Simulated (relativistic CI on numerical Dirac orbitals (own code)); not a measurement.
Calculated at this level of theory: Dirac-Coulomb-Breit CI, separate exchange-only KLI orbitals for each configuration, a model potential for QED, unscaled Slater integrals (own radial code, finite nucleus).

Configurations in the expansion (outside the closed core [Ne]): 3s²3p⁶3d¹⁰, 3s²3p⁶3d⁹4s, 3s²3p⁶3d⁹4p, 3s²3p⁶3d⁹4d, 3s²3p⁵3d¹⁰4s, 3s²3p⁶3d⁹4f, 3s²3p⁵3d¹⁰4p, 3s²3p⁶3d⁸4s², 3s²3p⁵3d¹⁰4d, 3s²3p⁶3d⁸4s4p, 3s3p⁶3d¹⁰4s, 3s²3p⁶3d⁹5s, 3s²3p⁵3d¹⁰4f, 3s²3p⁶3d⁸4p², 3s²3p⁶3d⁸4s4d, 3s²3p⁶3d⁹5p, 3s3p⁶3d¹⁰4p, 3s²3p⁵3d⁹4s², 3s²3p⁶3d⁹5d, 3s²3p⁶3d⁸4p4d, 3s²3p⁶3d⁹5f, 3s²3p⁶3d⁹5g, 3s²3p⁵3d⁹4s4p, 3s3p⁶3d¹⁰4d, 3s²3p⁶3d⁸4d², 3s²3p⁵3d⁹4p², 3s²3p⁵3d⁹4s4d, 3s3p⁶3d¹⁰4f, 3s3p⁶3d⁹4s², 3s²3p⁶3d⁹6s, 3s²3p⁵3d¹⁰5s, 3s²3p⁴3d¹⁰4s², 3s²3p⁶3d⁹6p, 3s²3p⁵3d⁹4p4d, 3s²3p⁵3d¹⁰5p, 3s²3p⁶3d⁹6d. Levels of other configurations are missing.

At this charge energies of transitions that change n are usually good to better than 1 %, and those within a shell (Δn = 0) to a few per cent.

Outline of the computed level scheme of Re XLVIII. Lowest level of each configuration: 3s²3p⁶3d¹⁰ ¹S0 at 0.00 eV; 3s²3p⁶3d⁹4s ³D3 at 1620.83 eV; 3s²3p⁶3d⁹4p ³P°2 at 1719.79 eV; 3s²3p⁶3d⁹4d ³S1 at 1976.87 eV; 3s²3p⁵3d¹⁰4s ³P°2 at 2085.45 eV; 3s²3p⁶3d⁹4f ³P°0 at 2156.98 eV.

Some strong electric-dipole decays among the lowest 45 levels: 3s²3p⁵3d¹⁰4s ¹P°1 → 3s²3p⁶3d¹⁰ ¹S0 (2.4e+13 s⁻¹); 3s²3p⁶3d⁹4p ¹P°1 → 3s²3p⁶3d¹⁰ ¹S0 (1.4e+13 s⁻¹); 3s²3p⁶3d⁹4p ³D°1 → 3s²3p⁶3d¹⁰ ¹S0 (7.2e+12 s⁻¹); 3s²3p⁵3d¹⁰4s ¹P°1 → 3s²3p⁶3d⁹4s ¹D2 (2.1e+12 s⁻¹); 3s²3p⁵3d¹⁰4s ³P°2 → 3s²3p⁶3d⁹4s ³D3 (1.9e+12 s⁻¹); 3s²3p⁶3d⁹4p ³P°1 → 3s²3p⁶3d¹⁰ ¹S0 (1.5e+12 s⁻¹); 3s²3p⁶3d⁹4d ³G3 → 3s²3p⁶3d⁹4p ³F°2 (8.7e+11 s⁻¹); 3s²3p⁶3d⁹4d ³G4 → 3s²3p⁶3d⁹4p ³F°3 (8.7e+11 s⁻¹).

LS names give the leading component of a level, which can be under half, so a name can repeat, a term be missing and a line seem to break the LS rules.
